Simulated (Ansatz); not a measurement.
Molecule (SMILES): F[C]F (closed-shell singlet).
Atoms: F1, C2, F3. Bonds: F1-C2, C2-F3.

Basis-set convergence of the optimised F1-C2 bond length at PBE with Ansatz (a first-principles code). All functions are spherical. No added dispersion term, no relativity. Reference: the value in def2-QZVPPD, 1.3176 Å, itself unsure by roughly 0.0003 Å (its mean distance from pcseg-3, def2-QZVPP, cc-pVQZ). Deviations are taken from unrounded values.

| basis | functions | optimised F1-C2 bond length (Å) |
|---|---|---|
| cc-pVDZ | 42 | 1.3284 |
| aug-cc-pVDZ | 69 | 1.3318 |
| def2-SVP | 42 | 1.3129 |
| def2-SVPD | 66 | 1.3175 |
| pcseg-1 | 42 | 1.3259 |
| aug-pcseg-1 | 69 | 1.3257 |
| 6-311G** | 54 | 1.3225 |
| 6-311+G** | 66 | 1.3231 |
| cc-pVTZ | 90 | 1.3192 |
| aug-cc-pVTZ | 138 | 1.3192 |
| pcseg-2 | 90 | 1.3188 |
| aug-pcseg-2 | 138 | 1.3184 |
| def2-TZVPP | 93 | 1.3185 |
| def2-TZVPPD | 117 | 1.3186 |
| def2-QZVPP | 171 | 1.3181 |
| def2-QZVPPD | 195 | 1.3176 |

What the diffuse functions change, pair by pair:
- cc-pVDZ to aug-cc-pVDZ: 27 more functions, deviation 0.0109 to 0.0142 Å
- def2-SVP to def2-SVPD: 24 more functions, deviation -0.0046 to -0.0001 Å
- pcseg-1 to aug-pcseg-1: 27 more functions, deviation 0.0083 to 0.0081 Å
- 6-311G** to 6-311+G**: 12 more functions, deviation 0.0049 to 0.0055 Å
- cc-pVTZ to aug-cc-pVTZ: 48 more functions, deviation 0.0016 to 0.0017 Å
- pcseg-2 to aug-pcseg-2: 48 more functions, deviation 0.0012 to 0.0008 Å
- def2-TZVPP to def2-TZVPPD: 24 more functions, deviation 0.0009 to 0.0011 Å
- def2-QZVPP to def2-QZVPPD: 24 more functions, deviation 0.0006 to 0.0000 Å

Leaving out the reference's own pair, they bring the value nearer the reference by more than 0.0003 Å in 2 of 7 pairs.
